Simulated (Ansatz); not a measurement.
System (SMILES): [S]=[Ge] (S-Ge) (closed-shell singlet).
Atoms: Ge1, S2. Bonds: Ge1-S2.

Basis-set convergence of the optimised Ge1-S2 bond length at PBE with Ansatz (a first-principles code). Cartesian d functions, on some or all atoms, in 3-21G, 6-31G, 6-31G**, 6-311G**; all else is spherical. The program fits the integrals of some runs and decomposes those of others, by size. No added dispersion term, no relativity. Reference: the value in pcseg-4, 2.0364 Å, itself unsure by roughly 0.0004 Å (its mean distance from aug-pcseg-3, aug-cc-pV(Q+d)Z, cc-pV(5+d)Z). Deviations are taken from unrounded values.

```csv
basis,functions,optimised Ge1-S2 bond length (Å),minus reference (Å)
STO-3G,27,1.8601,-0.1763
3-21G,36,2.1139,0.0775
6-31G,42,2.1124,0.0761
cc-pV(D+d)Z,50,2.0469,0.0105
def2-SVP,50,2.0433,0.0070
6-31G**,54,2.0499,0.0136
6-311G**,71,2.0455,0.0092
cc-pV(T+d)Z,82,2.0376,0.0013
def2-TZVP,85,2.0385,0.0022
def2-TZVPP,90,2.0385,0.0021
cc-pV(Q+d)Z,132,2.0359,-0.0004
def2-QZVP,145,2.0362,-0.0002
def2-QZVPP,159,2.0359,-0.0005
cc-pV(5+d)Z,204,2.0357,-0.0006
```

The smallest set listed that lies within 0.005 Å of the reference with all its larger relatives (same family, alike in diffuse functions; a set with none counts only in the reference's own line) is cc-pV(T+d)Z (82 functions, 0.0013 Å off).
